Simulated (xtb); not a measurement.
C7H8, SMILES Cc1ccccc1. All values are semi-empirical tight-binding results from xtb (GFN2-xTB unless named), good for trends rather than for accurate numbers. Coordinates come from a GFN2-xTB optimisation.

Optimised geometry:

Bonds (Å): C1–C2 1.499, C1–H8 1.088, C1–H9 1.088, C1–H10 1.091, C2–C3 1.389, C2–C7 1.389, C3–C4 1.384, C3–H11 1.081, C4–C5 1.384, C4–H12 1.081, C5–C6 1.384, C5–H13 1.080, C6–C7 1.383, C6–H14 1.080, C7–H15 1.081. Angles (°): C2–C1–H8 110.9, C2–C1–H9 110.9, C2–C1–H10 109.9, H8–C1–H9 109.0, H8–C1–H10 108.0, H9–C1–H10 108.0, C1–C2–C3 120.7, C1–C2–C7 120.7, C3–C2–C7 118.6, C2–C3–C4 120.8, C2–C3–H11 119.5, C4–C3–H11 119.8, C3–C4–C5 120.1, C3–C4–H12 119.8, C5–C4–H12 120.0, C4–C5–C6 119.6, C4–C5–H13 120.2, C6–C5–H13 120.2, C5–C6–C7 120.1, C5–C6–H14 120.0, C7–C6–H14 119.8, C2–C7–C6 120.8, C2–C7–H15 119.4, C6–C7–H15 119.8.
Charge 0, spin multiplicity 1.

Computed properties:
| Item | Value |
|---|---|
| point group as xtb finds it | Cs |
| orbital gap | 4.71 eV |
| dipole moment | 0.54 D |
| zero-point energy | 78.2 kcal/mol |
| G − E(el) at 298.15 K (modified RRHO) | 59.1 kcal/mol |
| static polarisability (D4 model) | 79.4 bohr³ |
| solvation energy, GFN2-xTB/ALPB(water) | -0.7 kcal/mol |
| solvation energy, GFN2-xTB/ALPB(benzene) | -5.1 kcal/mol |

Q: Give the IR lines (harmonic; lines under 4 % of the strongest left out, lines within 3 cm⁻¹ merged). (An estimate is asked for; the answer gives what the named calculation found.)

A: ν (cm⁻¹): 740 (m), 1032 (w), 1244 (w), 1482 (w), 1486 (w), 1609 (w), 2995 (m), 3035 (m), 3067 (m), 3075 (m), 3080 (vs), 3090 (m) (against the strongest line: vs over 80 %, s over 45 %, m over 15 %, w over 4 %, vw less)

Computed atomic charges and the Wiberg bond orders between heavy atoms:
charges (e) C1 -0.11, C2 0.02, C3 -0.04, C4 -0.03, C5 -0.03, C6 -0.03, C7 -0.04, H8 0.04, H9 0.04, H10 0.05, H11 0.03, H12 0.03, H13 0.03, H14 0.03, H15 0.03. Bond orders C1–C2 1.02, C2–C3 1.41, C3–C4 1.45, C4–C5 1.44, C5–C6 1.44, C2–C7 1.41, C6–C7 1.45.
